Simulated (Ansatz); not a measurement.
Reaction (ligand exchange at the Si–C bond): `N#C[SiH2][GaH2]` + `B/C=C/O` → `B/C=C\O[SiH2][GaH2]` + `C#N`

Program: Ansatz. Geometries: PBE0-D4/def2-TZVP. ΔE: electronic, gas phase. CBS: MP2 limit from def2 TZ/QZ plus the TZ coupled-cluster correction, frozen cores. This one scheme is used for every species. Double bonds are as drawn, so ΔE can hold a change between cis and trans. DFT in def2-TZVPP. For Ga outer-core shells are correlated without core-valence functions, which leaves a few kJ/mol of doubt a bond. Scalar relativity is left out up to krypton. One conformer a species, not always the lowest.

```json
{"level": "PBE0-D4", "ΔE (kcal/mol)": "0.1"}
{"level": "ωB97X-V", "ΔE (kcal/mol)": "-1.6"}
{"level": "r2SCAN", "ΔE (kcal/mol)": "-0.2"}
{"level": "HF/def2-TZVPP", "ΔE (kcal/mol)": "-2.4"}
{"level": "CCSD/def2-TZVPP", "ΔE (kcal/mol)": "-2.3"}
{"level": "CCSD(T)/def2-TZVPP", "ΔE (kcal/mol)": "-2.1"}
{"level": "HF/def2-QZVPP", "ΔE (kcal/mol)": "-2.7"}
{"level": "HF/CBS(def2)", "ΔE (kcal/mol)": "-2.7"}
```

(1) What does CCSD(T)/CBS give? (An estimate is asked.)

Largest T1 diagnostic among the species: 0.014.

Results:

(1) The calculation gave: -2.4 kcal/mol. The listed levels differ from it by 2.5, 0.8, 2.2, 0.0, 0.1, 0.3, -0.3, -0.3 kcal/mol.

The D4 term adds −1.7 kcal/mol with B3LYP and −1.0 kcal/mol with PBE0; it sums over pairs of atoms, weighted by their polarisabilities, and B3LYP, whose exchange is more repulsive, gets the larger term.

B3LYP here is the variant with VWN-RPA as its local correlation; programs differ in this.
